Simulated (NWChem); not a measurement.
# BCl₂, doublet; SMILES [B](Cl)Cl

```xyz
3

Cl     1.5302     0.0000    -0.1030
B      0.0000     0.0000     0.7003
Cl    -1.5302     0.0000    -0.1030
```
Atoms are numbered in this order, from 1.

In the optimisation the excess spin sits in a1 (C2v, its own frame). Geometry: optimised at PBE0/def2-SVP, spin-unrestricted. No stability test was run on the SCF state.

Symmetry labels are those of C2v in the frame above (b1 and b2, or b-type labels, depend on it).

List the 6 lowest vertical excitations from PBE0/def2-SVPD, spin-unrestricted, TDA (NWChem).


| state | energy (eV) | oscillator strength | symmetry of the excitation | <S²> |
|---|---|---|---|---|
| state 1 | 2.35 | 0.007 | b2 | 0.78 |
| state 2 | 5.78 | 0.000 | a2 | 2.03 |
| state 3 | 5.81 | 0.000 | b1 | 1.09 |
| state 4 | 5.85 | 0.000 | a1 | 0.80 |
| state 5 | 6.08 | 0.010 | b1 | 2.27 |
| state 6 | 6.23 | 0.000 | a2 | 0.82 |
